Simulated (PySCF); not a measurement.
**Correlation energy of Bi (bismuth, neutral)**

[Xe] 4f14 5d10 6s2 6p3, high-spin 4S determinant. All numbers are calculated (PySCF 2.14, scalar relativity by spin-free X2C-1e, in x2c-QZVPPall (16s10p9d6f1g, 142 functions)). Frozen: [Xe] 4f14 5d10; 5 electrons correlated.

MP2 pair energies summed by pair of shells (mhartree):

| pair | energy | share (%) |
| --- | --- | --- |
| 6s-6p | -35.46 | 64.1 |
| 6p-6p | -11.47 | 20.7 |
| 6s-6s | -8.38 | 15.2 |

Total MP2 correlation energy: -55.32 mhartree.

Same-spin part -15.33 and opposite-spin part -39.98 mhartree; SCS-MP2 scales them by 1/3 and 6/5 to -53.09 mhartree.

Spin-orbit coupling is strong in this species, so the high-spin LS determinant is a model state.
